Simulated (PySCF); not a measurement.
From one molecule to another.

First species: ethylamine, C2H7N.
SMILES: `CCN`

Second species: C₅H₄FN.
Cartesian coordinates in Å at the PBE0-D3(BJ)/def2-SVP level; atoms count from 1:
```xyz
11
C5H4FN angstrom
F     -0.4049    2.1455    0.2669
C     -0.2726    0.8392    0.0845
C     -1.4038    0.0453   -0.0488
C     -1.2027   -1.3208   -0.2416
N     -0.0035   -1.8935   -0.3030
C      1.0615   -1.1071   -0.1709
C      0.9934    0.2716    0.0260
H     -2.4009    0.4855   -0.0020
H     -2.0688   -1.9834   -0.3518
H      2.0407   -1.5965   -0.2241
H      1.8869    0.8890    0.1309
```

Levels: B3LYP/def2-SVPD for dipole moment, HOMO energy, LUMO energy, HOMO–LUMO gap, static isotropic polarisability and electronic spatial extent ⟨r²⟩ about the centre of nuclear charge; TDDFT B3LYP/def2-SVPD for lowest singlet excitation; TDA B3LYP/def2-SVPD for lowest triplet excitation (Tamm–Dancoff); ΔSCF B3LYP/def2-SVPD for vertical ionisation energy; PBE0-D3(BJ)/def2-SVP for rotational constant A and rotational constant C. Geometries: PBE0-D3(BJ)/def2-SVP. Each species is one conformer at its optimised geometry, gas phase, non-relativistic unless stated. Electronic properties by PySCF.

The conformers computed, where there is a choice (atom-mapped SMILES and torsion angles):
- `[CH3:1][CH2:2][NH2:3]`: H–N3–C2–C1 179°, H–N3–C2–C1 -64°

| property | column X | column Y |
| --- | --- | --- |
| dipole moment | 1.28 D | 0.79 D |
| HOMO energy | -6.67 eV | -7.48 eV |
| LUMO energy | 0.47 eV | -1.09 eV |
| HOMO–LUMO gap | 7.14 eV | 6.39 eV |
| lowest singlet excitation | 6.03 eV | 5.01 eV |
| lowest triplet excitation (Tamm–Dancoff) | 5.78 eV | 4.32 eV |
| static isotropic polarisability | 37.7 au | 62.7 au |
| vertical ionisation energy | 9.49 eV | 9.86 eV |
| electronic spatial extent ⟨r²⟩ about the centre of nuclear charge | 209 bohr² | 624 bohr² |
| rotational constant A | 32.860 GHz | 6.028 GHz |
| rotational constant C | 7.895 GHz | 1.812 GHz |

Q: Which column belongs to which species?

A: Column X is the first species and column Y the second. The first has 10 atoms and 26 electrons, the second 11 and 50.

Q: How does each property change from the first species to the second?

A: dipole moment -0.49 D; HOMO energy -0.81 eV; LUMO energy -1.56 eV; HOMO–LUMO gap -0.75 eV; lowest singlet excitation -1.02 eV; lowest triplet excitation (Tamm–Dancoff) -1.46 eV; static isotropic polarisability +25.0 au; vertical ionisation energy +0.37 eV; electronic spatial extent ⟨r²⟩ about the centre of nuclear charge +415 bohr²; rotational constant A -26.832 GHz; rotational constant C -6.083 GHz.

On the first: The ΔSCF ionisation energy exceeds −ε(HOMO) by 2.82 eV with B3LYP. The dipole matches unit charges of opposite sign 0.27 Å apart (1 e·Å = 4.8032 D).

On the second: The polarisability is 9.29 Å³ as a volume (1 au = 0.148185 Å³), or 1.25 au for each of the 50 electrons. The ΔSCF ionisation energy exceeds −ε(HOMO) by 2.38 eV with B3LYP.
